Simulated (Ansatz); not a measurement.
`[F][Nb]([F])([F])([F])[Cl]`. Total charge 0; spin multiplicity 1. Nb takes the def2 core potential. All single points use the PBE0-D4/def2-TZVP geometry.

```xyz
6

F     1.006   -0.943    1.259
Nb    0.036   -0.007   -0.026
F     1.346    1.275    0.033
F     0.021   -1.547   -1.023
F    -0.645    0.872   -1.520
Cl   -1.764    0.351    1.278
```

(1) What is the dipole moment at r2SCAN/def2-TZVPP? (An estimate is asked.)

(2) And with PBE, B3LYP, ωB97M-V? (An estimate is asked.)

(3) Give the Mulliken charges with r2SCAN, B3LYP, ωB97M-V in def2-TZVPP. (Estimate.)

Results:

(1) The calculation gave: 0.79 D, with components (-0.63, 0.12, 0.46) D in this frame, pointing from negative to positive charge.

(2) Computed: PBE 0.76 D, B3LYP 0.93 D, ωB97M-V 0.83 D.

(3) The calculation gave: 
```tsv
atom	r2SCAN	B3LYP	ωB97M-V
F1	-0.35	-0.36	-0.35
Nb2	1.57	1.59	1.53
F3	-0.32	-0.32	-0.32
F4	-0.32	-0.32	-0.32
F5	-0.35	-0.36	-0.35
Cl6	-0.24	-0.23	-0.20
```

B3LYP here is the variant with VWN-RPA as its local correlation; programs differ in this.
